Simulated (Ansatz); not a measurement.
This geometry of CH7AlN2 + ClH (13 atoms, charge 0, multiplicity 1) is a first-order saddle point.

Theory: RKS B3LYP-D4/def2-SVP in Ansatz 0.2.0.

```xyz
13
Properties=species:S:1:pos:R:3
Al -0.124 -0.401 -0.051
C 0.275 1.595 0.174
N -1.192 -0.934 1.263
N -0.175 -1.143 -1.668
H 1.553 0.572 0.278
Cl 2.397 -0.592 0.383
H -0.602 1.886 -0.438
H 1.098 2.197 -0.250
H 0.096 1.941 1.205
H -1.525 -1.888 1.368
H -1.414 -0.398 2.095
H -1.022 -1.464 -2.124
H 0.635 -1.372 -2.234
```

Question: Which two structures does it join? (They come from a converged band through this point; their orientation in space is the band's.)

Answer: Bonds broken: Al1–C2, H5–Cl6. Bonds formed: Al1–Cl6, C2–H5. CH7AlN2 + ClH becomes AlClH4N2 + CH4.

First end point:

```xyz
13
Properties=species:S:1:pos:R:3
Al -0.468 -0.252 -0.147
C 0.091 1.627 -0.009
N -1.325 -1.031 1.205
N -0.343 -1.108 -1.704
H 2.524 0.673 0.801
Cl 2.629 -0.611 0.896
H -0.733 2.306 -0.291
H 0.935 1.867 -0.680
H 0.384 1.904 1.019
H -1.696 -1.976 1.213
H -1.461 -0.608 2.117
H -0.647 -2.059 -1.890
H 0.110 -0.732 -2.531
```

Last end point:

```xyz
13
Properties=species:S:1:pos:R:3
Al 0.114 -1.256 0.090
C 0.571 1.995 0.083
N -1.128 -1.169 1.344
N -0.237 -1.277 -1.643
H 1.608 1.811 0.397
Cl 2.136 -1.395 0.697
H 0.388 1.494 -0.880
H 0.398 3.076 -0.028
H -0.117 1.590 0.840
H -2.131 -1.130 1.194
H -0.923 -1.166 2.338
H -1.157 -1.232 -2.069
H 0.478 -1.340 -2.361
```

Question: How far does it lie above each of them?

Answer: 0.32 eV above the first and 2.14 eV above the second. This is the barrier of this one path; another mechanism may lie lower. The orbitals stay closed-shell, which can raise the energy where a bond breaks towards radicals; this wasn't checked here.

Run time: 4.8 min on 2 threads of AMD EPYC 9R14 (Zen 4), on a shared host, peak memory 0.3 GiB.
